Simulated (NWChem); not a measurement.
Species: CHF₃OSi; SMILES C(=O)[Si](F)(F)F

```xyz
7

O     -0.0886    -2.3644     0.0000
C      0.6772    -1.4218     0.0000
Si    -0.0009     0.3672     0.0000
F     -0.8917     0.6282     1.2915
F     -0.8917     0.6282    -1.2915
F      1.2143     1.3984     0.0000
H      1.7796    -1.5892     0.0000
```
Atoms are numbered in this order, from 1.

Program: NWChem. All runs use the structure optimised with B3LYP/6-31G* (spherical d). Ions are spin-unrestricted doublets at the neutral geometry; other ion states weren't tried.

```csv
level,"vertical ionisation energy, ΔSCF (eV)",−ε(HOMO) (eV),ΔSCF minus −ε(HOMO) (eV)
PBE/def2-SVPD,10.56,6.67,3.89
Hartree-Fock/def2-SVPD,9.80,12.29,-2.49
"LDA (Slater exchange, VWN5)/def2-SVPD",10.80,6.82,3.98
```
